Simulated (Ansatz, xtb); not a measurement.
## Isomers of C4H5FN2Si in order of energy

3 gas-phase structures of C4H5FN2Si, from a drawn sample of its isomers (lower ones may exist). Each was relaxed with GFN2-xTB:

A. `Fc1cncc([SiH3])n1`, a singlet
B. `Fc1cnc([SiH3])cn1`, a singlet
C. `Fc1nccnc1[SiH3]`, a singlet

Task: Estimate their order in r2SCAN-D4/def2-SVP//GFN2-xTB energy at these geometries, lowest first.

Result: Calculated order at r2SCAN-D4/def2-SVP//GFN2-xTB: C (0.0), B (0.9), A (1.3) kcal/mol. Less than 1 kcal/mol parts C and B; B and A, so the order within those pairs means little.

Energies above the lowest of each column, in kcal/mol; the last columns are at r2SCAN-D4/def2-SVP geometries:

| structure | GFN2-xTB | HF/STO-3G | r2SCAN-D4/def2-SVP//GFN2-xTB | r2SCAN-D4/def2-SVP | CCSD(T)/def2-SVP + ΔMP2/def2-TZVPP |
| --- | --- | --- | --- | --- | --- |
| C | 0.0 | 0.0 | 0.0 | 0.0 | 0.0 |
| B | 1.7 | 1.0 | 0.9 | 1.0 | 0.4 |
| A | 1.3 | 0.9 | 1.3 | 1.3 | 0.6 |

Every level run on C puts it lowest or level with the lowest. B keeps a small imaginary mode. ΔMP2 is the change of the MP2 energy from the smaller to the larger basis.

Programs: Ansatz 0.2.0, xtb 6.7.1.
